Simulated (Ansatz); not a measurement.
A nudged elastic band was laid between two geometries of CH6AlBS (10 atoms, charge 0, multiplicity 1).

These are results of Ansatz, RHF/cc-pVDZ, not measurements.

```
movable images  : 5
climbing image  : yes
spring          : 50.0 eV/Å²
optimiser       : quadratic models (default)
start path      : through a guess of the saddle point
force threshold : 0.03 eV/Å
iteration limit : 60
end points      : relaxed
```

Image 0:

```xyz
10
Properties=species:S:1:pos:R:3
B -1.231 1.134 -1.170
Al 0.881 1.091 -0.749
S 1.744 -0.392 0.646
C 0.319 -1.404 1.215
H -1.721 0.510 -2.075
H -2.004 1.786 -0.517
H 1.952 2.080 -1.376
H -0.448 -0.785 1.678
H 0.701 -2.100 1.959
H -0.110 -1.973 0.392
```

Image 6:

```xyz
10
Properties=species:S:1:pos:R:3
B -1.222 1.093 -1.238
Al 0.873 1.099 -0.738
S 1.732 -0.356 0.687
C 0.317 -1.380 1.259
H -1.674 0.404 -2.116
H -2.025 1.781 -0.662
H 1.941 2.107 -1.340
H -0.234 -0.865 2.044
H 0.731 -2.301 1.665
H -0.356 -1.634 0.442
```

(1) Which bonds break or form, and what moves?

(2) What energy profile does the band end with?

(3) What is the geometry of the highest image?

## Answers

(1) No bond is made or broken. The dihedral Al2–S3–C4–H10 goes from 65 to 41°.

(2) The forces met the threshold. The highest image is number 4 of 0 to 6, 0.31 eV above the first end and 0.30 eV above the last; the last end lies 0.00 eV above the first. The profile has 2 maxima (images 2, 4) with wells between them (image 3): this band takes more than one step, which may be the mechanism or a detour left from its start path. Another band between the same ends (5 images) ends at a top of the same energy, where a vibrational analysis finds 1 clearly imaginary mode.

| image | path coordinate (Å) | energy (eV) | dihedral Al2–S3–C4–H10 (°) |
| --- | --- | --- | --- |
| 0 | 0.00 | 0.00 | 65 |
| 1 | 1.89 | 0.21 | 61 |
| 2 | 3.78 | 0.24 | 16 |
| 3 | 5.66 | 0.13 | 72 |
| 4 | 7.55 | 0.31 | 64 |
| 5 | 9.62 | 0.03 | 101 |
| 6 | 11.68 | 0.00 | 41 |

(3) 
```xyz
10
Properties=species:S:1:pos:R:3:forces:R:3
B -1.448 1.413 -1.361 0.00 0.00 0.00
Al 0.466 1.159 -0.424 0.00 0.00 0.00
S 0.547 0.209 1.616 0.00 0.00 0.00
C 0.667 -1.579 1.179 0.00 0.00 0.00
H -1.962 0.555 -2.032 0.00 0.00 0.00
H -2.098 2.419 -1.234 0.00 0.00 0.00
H 1.835 1.602 -1.100 0.00 0.00 0.00
H -0.185 -1.907 0.586 0.00 0.00 0.00
H 0.665 -2.126 2.120 0.00 0.00 0.00
H 1.595 -1.796 0.652 0.00 0.00 0.00
```

Run time: 4.4 min on 1 thread of Arm Neoverse V1 (shared host), peak memory 0.18 GiB.
